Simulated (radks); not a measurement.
Ionisation of neutral scandium, [Ar] 3d1 4s2, to [Ar] 3d1 4s1 as the strength of local exchange is varied. All-electron calculation, Dirac Kohn-Sham, Slater X-alpha exchange (alpha = 2/3 is LDA exchange), no correlation, spin-unpolarised, spherical densities, finite nucleus; open shells fill j = l - 1/2 first; Fermi nuclear charge, rms radius 3.5459 fm. Program: a radial shooting solver on a logarithmic mesh with Libxc functionals.

| alpha | E(Sc) (hartree) | exchange (hartree) | IE (eV) | -e of the level emptied (eV) | <r> of it (bohr) |
|---|---|---|---|---|---|
| 0.588 | -756.48610 | -31.06335 | 5.783 | 3.109 (4s1/2) | 3.862 |
| 0.63 | -758.70785 | -33.37020 | 5.988 | 3.287 (4s1/2) | 3.819 |
| 0.667 | -760.66996 | -35.41185 | 6.173 | 3.450 (4s1/2) | 3.781 |
| 0.695 | -762.15781 | -36.96274 | 6.316 | 3.576 (4s1/2) | 3.752 |
| 0.781 | -766.74380 | -41.75769 | 6.769 | 3.983 (4s1/2) | 3.664 |
| 0.887 | -772.42970 | -47.73293 | 7.354 | 4.518 (4s1/2) | 3.561 |
| 0.971 | -776.96157 | -52.51898 | 7.837 | 4.965 (4s1/2) | 3.482 |
| 0.992 | -778.09813 | -53.72251 | 7.960 | 5.080 (4s1/2) | 3.463 |

NIST Atomic Spectra Database: 6.561 eV (measured). The Delta-SCF value meets it near alpha = 0.74. Spin polarisation and multiplet splitting are left out, so open shells lie too high by an amount that depends on their filling.

Beside tabulated values, note that spin-unpolarised runs miss the spin-polarisation part of the exchange energy of open shells.
